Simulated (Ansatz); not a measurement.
One change: `F[SiH](Cl)O[SiH3]` becomes `F[SiH2]O[SiH3]`.

Ansatz, PBE0-D4/def2-TZVP geometries, multiplicity 1. Each molecule was computed in one conformer, which needn't be the lowest.

```
                                        property  `F[SiH](Cl)O[SiH3]`
             HOMO energy (B3LYP/def2-TZVPP) / eV                -9.16
             LUMO energy (B3LYP/def2-TZVPP) / eV                -0.29
  size of the dipole moment (PBE/def2-TZVPP) / D                 1.31
           HOMO–LUMO gap (B3LYP/def2-TZVPP) / eV                 8.87
size of the dipole moment (B3LYP/def2-TZVPP) / D                 1.38
           HOMO energy (ωB97M-V/def2-TZVPP) / eV               -11.70
```

Question: Give the same properties after the change, and the shifts. (Estimate.)

Answer: Ansatz gave: 
```tsv
property	`F[SiH2]O[SiH3]`	shift
HOMO energy (B3LYP/def2-TZVPP) / eV	-8.81	0.35
LUMO energy (B3LYP/def2-TZVPP) / eV	-0.27	0.02
size of the dipole moment (PBE/def2-TZVPP) / D	1.12	-0.19
HOMO–LUMO gap (B3LYP/def2-TZVPP) / eV	8.55	-0.32
size of the dipole moment (B3LYP/def2-TZVPP) / D	1.21	-0.17
HOMO energy (ωB97M-V/def2-TZVPP) / eV	-11.29	0.41
```

Dipoles are sizes alone; their direction can turn.

B3LYP here is the variant with VWN-RPA as its local correlation; programs differ in this.
